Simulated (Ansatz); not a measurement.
C3H11BSi can be A, `C[SiH2]B(C)C`, or B, `CBC[SiH2]C`.

Calculated with Ansatz (gas phase, PBE0-D4/def2-TZVP geometries, no zero-point term in ΔE). CCSD(T)/CBS is the MP2 limit (def2-TZVPP, def2-QZVPP) plus CCSD(T) − MP2 in def2-TZVPP, frozen cores. DFT in def2-TZVPP. B3LYP here is the variant with VWN-RPA as its local correlation; programs differ in this. One conformer a species, not always the lowest.

**Question.** Which is lower in electronic energy at CCSD(T)/CBS, and by how much? (An estimate is asked.)

**Answer.** The calculation gave: B, by 9.1 kcal/mol.

**Question.** Give E(B) − E(A) in kcal/mol with B2PLYP, ωB97M-V, r2SCAN-D4, MP2/def2-TZVPP, PBE-D4, B3LYP-D4, CCSD/def2-TZVPP. (Best estimate.)

**Answer.** Ansatz gave: B2PLYP -9.3, ωB97M-V -9.7, r2SCAN-D4 -8.4, MP2/def2-TZVPP -10.7, PBE-D4 -6.8, B3LYP-D4 -8.3, CCSD/def2-TZVPP -9.1. None reverses the order clearly.

Largest T1 diagnostic: 0.011.

From PBE to PBE0 (25 % exact exchange), in def2-TZVPP and without D4, E(B) − E(A) moves by −0.9 kcal/mol.
